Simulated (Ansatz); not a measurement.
This geometry of Cl2FGeH + ClH (7 atoms, charge 0, multiplicity 1) is a first-order saddle point.

Level of theory: Ansatz, RKS PBE0/def2-SVP.

```xyz
7
Properties=species:S:1:pos:R:3
Ge -0.236 0.000 -0.072
F -0.052 0.000 1.902
H 1.294 0.000 -0.093
Cl -0.782 1.823 -1.051
Cl -0.782 -1.823 -1.051
Cl -2.476 0.000 1.128
H -1.187 0.000 1.982
```

(1) Which two structures does it join? (They come from a converged band through this point; their orientation in space is the band's.)

(2) How far does it lie above each of them?

Results:

(1) Bonds broken: Ge1–F2, Cl6–H7. Bonds formed: Ge1–Cl6, F2–H7. Cl2FGeH + ClH becomes Cl3GeH + FH.

Image 0:

```xyz
7
Properties=species:S:1:pos:R:3
Ge 0.316 0.000 -0.265
F -0.091 0.000 1.430
H 1.835 0.000 -0.365
Cl -0.566 1.743 -1.095
Cl -0.566 -1.743 -1.095
Cl -3.220 0.000 2.068
H -1.928 0.000 2.066
```

Image 10:

```xyz
7
Properties=species:S:1:pos:R:3
Ge -0.526 0.001 -0.462
F 0.032 -0.003 2.821
H 0.717 0.002 0.412
Cl -0.636 1.733 -1.705
Cl -0.636 -1.733 -1.702
Cl -2.302 0.002 0.780
H -0.869 -0.001 2.600
```

(2) 99.2 kJ/mol above the first and 105.0 kJ/mol above the second. This is the barrier of this one path; another mechanism may lie lower. The orbitals stay closed-shell, which can raise the energy where a bond breaks towards radicals; this wasn't checked here.

Run time: 3 min on 2 threads of Intel(R) Xeon(R) 6975P-C (Granite Rapids), on a shared host, peak memory 0.31 GiB.
